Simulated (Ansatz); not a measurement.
Reactions of CH4BrGaOS, SMILES `C[O][Ga]([SH])[Br]`.

Computed with Ansatz on PBE0-D4/def2-TZVP structures; ΔE is electronic, products minus reactants. CBS: MP2 limit from def2 TZ/QZ plus the TZ coupled-cluster correction, frozen cores. This one scheme is used for every species, atoms too. For atomizations the MP2-based limit and the directly extrapolated one differ by several kJ/mol either way, and by 10 to 25 for some Ge, Se and Sn compounds, so smaller differences from it don't rank the levels. DFT in def2-TZVPP. No spin–orbit coupling; open shells (•) take unrestricted orbitals. Spin–orbit coupling would lower the free atoms: a little for C, O, S; clearly for Br, Ga. For Br, Ga outer-core shells are correlated without core-valence functions, so the limit isn't a true one: a few kJ/mol of doubt a bond, and 10 to 20 or more in all where bonds break to atoms. Scalar relativity is left out up to krypton. Each species was taken in one conformer, which may not be the lowest.

```
                                                  reaction  CCSD(T)/CBS(def2) (kcal/mol)
`C[O][Ga]([SH])[Br]` + CH₄ → `[CH3][Ga]([SH])[Br]` + CH₃OH                             ?
          `C[O][Ga]([SH])[Br]` → `C[O][Ga][Br]`• + `[SH]`•                          89.0
   `C[O][Ga]([SH])[Br]` + H₂S → `C[O][Ga]([SH])[SH]` + HBr                           9.6
   `C[O][Ga]([SH])[Br]` + H₂O → `C[O][Ga]([OH])[Br]` + H₂S                           9.7
    `C[O][Ga]([SH])[Br]` → Br• + C• + Ga• + 4 H• + O• + S•                         720.9
 `C[O][Ga]([SH])[Br]` + H₂S → `[SH][Ga]([SH])[Br]` + CH₃OH                          -8.3
          `C[O][Ga]([SH])[Br]` → `[SH][Ga][Br]`• + `C[O]`•                          97.3
         `C[O][Ga]([SH])[Br]` + H₂ → `C[O][GaH][SH]` + HBr                             ?
```

(1) Fill in the missing values. (Estimate.)

Largest T1 diagnostic: 0.019, for `C[O]`•.

## Answers

(1) Ansatz gave: `C[O][Ga]([SH])[Br]` + CH₄ → `[CH3][Ga]([SH])[Br]` + CH₃OH: +13.6 kcal/mol; `C[O][Ga]([SH])[Br]` + H₂ → `C[O][GaH][SH]` + HBr: +26.2 kcal/mol.
